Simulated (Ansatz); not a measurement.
Consider the atomization: `BrB1CC1Br` → B• + 2 Br• + 2 C• + 3 H•.

Calculated with Ansatz (gas phase, PBE0-D4/def2-TZVP geometries, no zero-point term in ΔE). CBS: MP2 limit from def2 TZ/QZ plus the TZ coupled-cluster correction, frozen cores. This one scheme is used for every species, atoms too. DFT in def2-TZVPP. Open shells (•) are unrestricted, without spin–orbit coupling. Spin–orbit coupling would lower the free atoms: a little for B, C; clearly for Br. Bonds to Br are less sure, by a few kJ/mol each and by 10 to 20 or more in all where they break to atoms, as the def2 sets lack core-valence functions. Scalar relativity is left out up to krypton.

| level | ΔE (kJ/mol) |
| --- | --- |
| LDA (SPW92) | 3396.9 |
| r2SCANh-D4 | 2925.1 |
| ωB97X-V | 2904.9 |
| r2SCANh | 2919.7 |
| BHLYP | 2776.0 |
| SCS-MP2/def2-TZVPP | 2855.2 |
| SCS-MP2/def2-QZVPP | 2903.9 |
| MP2/CBS(def2) | 2993.5 |

Task: What does CCSD(T)/CBS give? (An estimate is asked.)

Result: Ansatz gave: +2896.4 kJ/mol. The listed levels differ from it by 500.5, 28.7, 8.5, 23.3, -120.4, -41.2, 7.5, 97.1 kJ/mol.

Largest T1 diagnostic among the species: 0.014.

At CCSD(T), def2-SVP lies −140.5 kJ/mol from the extrapolated value and def2-TZVPP −78.9 kJ/mol: correlation converges slowly with the basis, and small sets miss more of it in the bonded molecule than in its fragments. The D4 term adds +34.5 kJ/mol with B3LYP and +18.0 kJ/mol with PBE0; it sums over pairs of atoms, weighted by their polarisabilities, and B3LYP, whose exchange is more repulsive, gets the larger term.

B3LYP here is the variant with VWN-RPA as its local correlation; programs differ in this.

For atomizations the MP2-based limit and the directly extrapolated one differ by several kJ/mol either way, and by 10 to 25 for some Ge, Se and Sn compounds, so smaller differences from it don't rank the levels.
